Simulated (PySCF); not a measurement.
Simulation results for CH₅GeNSi, AlGeH₄N₂, CH₇BGeN, C₂H₅GeO

Calculation on a computer-drawn molecule: optimised geometry and harmonic frequencies of an isolated molecule of the commonest isotopes, restricted reference for singlets and unrestricted otherwise, frozen core in MP2; on germanium a core potential holds 10 electrons, which the energies leave out, and 3d is frozen in MP2 and coupled-cluster steps. Program: PySCF 2.14.0.

Common to all runs: method HF; basis and core potential on germanium cc-pVDZ-PP ECP10MDF.

```json
{"entry": 1, "formula": "CH5GeNSi", "start_structure": {"atoms_angstrom": [["C", -0.4352, -2.0889, -0.4431], ["Ge", 0.511, -0.6261, 0.1068], ["N", -0.3725, 0.9629, 0.4875], ["Si", -1.8507, 1.1335, -0.3291], ["H", -1.2099, -1.9275, -1.1081], ["H", 0.1878, -2.9844, -0.6711], ["H", 1.7293, -0.6365, 1.0002], ["H", 0.1116, 1.5941, 1.0291], ["H", -2.2631, 2.3534, 0.3853]]}, "given": {"charge": 0, "multiplicity": 1, "basis": "cc-pV(D+d)Z", "drawn_bonds_atom": [1, 2, 3, 1, 1, 2, 3, 4], "drawn_bonds_other_atom": [2, 3, 4, 5, 6, 7, 8, 9], "drawn_bonds_order": [2, 1, 1, 1, 1, 1, 1, 1]}, "results": {"optimised_atom_element": ["C", "Ge", "N", "Si", "H", "H", "H", "H", "H"], "optimised_atom_x [angstrom]": [-0.2356, 0.3733, -0.5095, -2.066, -1.201, 0.3714, 1.712, 0.01633, -2.053], "optimised_atom_y [angstrom]": [-2.134, -0.7313, 0.8679, 1.314, -2.149, -3.028, -0.6308, 1.544, 2.729], "optimised_atom_z [angstrom]": [-0.6091, 0.2451, 0.4335, -0.1668, -1.096, -0.658, 0.9514, 0.9611, 0.3959], "modes_frequency [cm^-1]": [45.39, 138.9, 264.7, 271.5, 349.6, 583.3, 629.8, 718.4, 721.3, 769.2, 870.6, 918.9, 946.6, 969.1, 1294, 1481, 2092, 2293, 3316, 3429, 3775], "modes_reduced_mass [dalton]": [2.46, 4.144, 5.758, 1.195, 1.44, 3.582, 1.099, 1.097, 1.17, 1.096, 1.546, 3.463, 2.282, 1.317, 1.258, 1.17, 1.043, 1.02, 1.053, 1.117, 1.076], "rotational_constants [GHz]": [9.908, 1.921, 1.609], "total_energy [hartree]": -677.4680, "convergence_status_largest_gradient_component [hartree/bohr]": 1.588e-05}}
{"entry": 2, "formula": "AlGeH4N2", "start_structure": {"atoms_angstrom": [["N", 1.3014, 3.1451, 0.3851], ["Al", 0.8343, 2.0722, -0.8248], ["Ge", -0.0206, 0.2384, -2.5322], ["N", 0.7732, -0.6717, -3.8429], ["H", 1.8038, 4.0275, 0.1015], ["H", -0.9089, -0.801, -1.8619], ["H", 1.3848, -0.2619, -4.5232], ["H", 0.408, -1.5838, -4.1366]]}, "given": {"charge": 1, "multiplicity": 1, "basis": "cc-pV(D+d)Z", "drawn_bonds_atom": [1, 2, 3, 1, 3, 4, 4], "drawn_bonds_other_atom": [2, 3, 4, 5, 6, 7, 8], "drawn_bonds_order": [2, 1, 1, 1, 1, 1, 1]}, "results": {"optimised_atom_element": ["N", "Al", "Ge", "N", "H", "H", "H", "H"], "optimised_atom_x [angstrom]": [1.526, 0.5805, -0.1289, 0.7857, 1.926, -1.265, 1.578, 0.5732], "optimised_atom_y [angstrom]": [3.081, 1.845, -0.09201, -0.4189, 3.875, -1.073, 0.1258, -1.179], "optimised_atom_z [angstrom]": [-0.4638, -0.7858, -2.186, -3.623, -0.01477, -1.993, -3.919, -4.249], "modes_frequency [cm^-1]": [30.48, 38.29, 164.2, 298.3, 361.5, 531.3, 533.5, 590.2, 698.6, 723.5, 874.2, 946.0, 1245, 1680, 2328, 3734, 3846, 3949], "modes_reduced_mass [dalton]": [6.138, 7.496, 5.29, 14.78, 1.157, 1.12, 1.141, 1.188, 1.025, 1.039, 5.146, 1.223, 7.821, 1.116, 1.021, 1.05, 1.101, 1.087], "rotational_constants [GHz]": [12.1, 1.563, 1.384], "total_energy [hartree]": -646.2276, "convergence_status_largest_gradient_component [hartree/bohr]": 2.845e-05}}
{"entry": 3, "formula": "CH7BGeN", "start_structure": {"atoms_angstrom": [["B", -0.9666, 0.3062, -0.524], ["Ge", 0.5736, -0.7786, -0.3971], ["C", 0.571, -2.8356, -0.576], ["N", 0.5002, -3.2038, -1.9777], ["H", -1.9827, -0.0951, -0.1882], ["H", -0.8901, 1.489, -0.7398], ["H", 1.8108, -0.4853, -1.3771], ["H", -0.339, -3.1772, -0.0762], ["H", 1.4231, -3.2937, -0.1165], ["H", 1.3165, -2.8521, -2.4977], ["H", -0.3025, -2.7837, -2.4827]]}, "given": {"charge": 0, "multiplicity": 2, "basis": "cc-pVDZ", "drawn_bonds_atom": [1, 2, 3, 1, 1, 2, 3, 3, 4, 4], "drawn_bonds_other_atom": [2, 3, 4, 5, 6, 7, 8, 9, 10, 11], "drawn_bonds_order": [1, 1, 1, 1, 1, 1, 1, 1, 1, 1]}, "results": {"spin_squared": null, "total_energy [hartree]": null}}
{"entry": 4, "formula": "C2H5GeO", "start_structure": {"atoms_angstrom": [["O", -2.2082, -2.317, -1.3152], ["C", -1.6862, -1.29, -1.9853], ["C", -0.4943, -0.6147, -1.7283], ["Ge", 0.5187, -1.0696, -0.0897], ["H", -1.6891, -2.5548, -0.5301], ["H", -2.2272, -1.0402, -2.9263], ["H", -0.2578, 0.1923, -2.2866], ["H", 2.0091, -0.7639, -0.5647], ["H", 0.6377, -2.6669, -0.0121]]}, "given": {"charge": 0, "multiplicity": 2, "basis": "cc-pVDZ", "drawn_bonds_atom": [1, 2, 3, 1, 2, 3, 4, 4], "drawn_bonds_other_atom": [2, 3, 4, 5, 6, 7, 8, 9], "drawn_bonds_order": [1, 1, 2, 1, 1, 1, 1, 1]}, "results": {"total_energy [hartree]": null, "rotational_constants [GHz]": null}}
```

Questions
1. Estimate the spin squared of CH₇BGeN (entry 3).
2. Give the missing total energy for CH₇BGeN (entry 3).
3. Give the missing total energy for C₂H₅GeO (entry 4).
4. What rotational constants does the calculation give for C₂H₅GeO (entry 4)?

## Answers
1. 0.7604
2. -414.3937 hartree
3. -446.8368 hartree
4. 14.38, 2.286, 1.987 GHz

Further results for CH₇BGeN (entry 3):

* rotational constants: 16.38, 2.366, 2.183 GHz
* convergence status largest gradient component: 3.526e-05 hartree/bohr

Optimised structure:
```xyz
11
CH7BGeN
B     -0.9680     0.5097    -0.1735
Ge     0.3240    -0.7737    -0.9870
C      0.3687    -2.7527    -0.7801
N      0.8143    -3.5146    -1.9386
H     -1.8791     0.0976     0.4863
H     -0.8371     1.6843    -0.3652
H      1.5229    -0.3086    -1.8262
H     -0.6297    -3.0864    -0.4923
H      1.0204    -2.9910     0.0631
H      1.7470    -3.2464    -2.2033
H      0.2307    -3.3281    -2.7363
```

Modes:
```tsv
frequency (cm⁻¹)	reduced mass (dalton)
38.63	2.71
130.1	2.717
179.1	1.158
284.2	3.318
297.6	1.16
415.5	1.025
563.6	2.515
620.2	1.839
662.8	2.269
770.2	1.316
843.5	1.167
885.6	1.255
982.9	1.418
1148	1.953
1162	1.342
1240	1.154
1366	1.252
1486	1.217
1564	1.084
1788	1.088
2197	1.02
2683	1.049
2778	1.13
3197	1.06
3248	1.105
3717	1.051
3796	1.093
```

Further results for C₂H₅GeO (entry 4):

- spin squared: 0.8331
- convergence status largest gradient component: 2.265e-05 hartree/bohr

Optimised structure:
```xyz
9
C2H5GeO
O     -2.2092    -2.3632    -1.3986
C     -1.6795    -1.2822    -1.9880
C     -0.5255    -0.6657    -1.6907
Ge     0.6603    -1.0539    -0.2243
H     -1.6228    -2.7144    -0.7430
H     -2.3184    -0.9373    -2.7913
H     -0.2911     0.2036    -2.2947
H      2.1254    -0.8219    -0.6077
H      0.4636    -2.4899     0.2999
```

Modes:
```tsv
frequency (cm⁻¹)	reduced mass (dalton)
165.9	1.1
170.4	6.022
302.9	1.602
504.5	1.51
551.5	2.923
570.7	1.499
673.8	1.191
798.8	2.377
815.6	1.269
931.7	1.029
1049	1.295
1110	2.196
1309	1.234
1441	1.639
1475	1.391
1714	3.822
2158	1.02
2205	1.022
3325	1.086
3361	1.094
4128	1.066
```
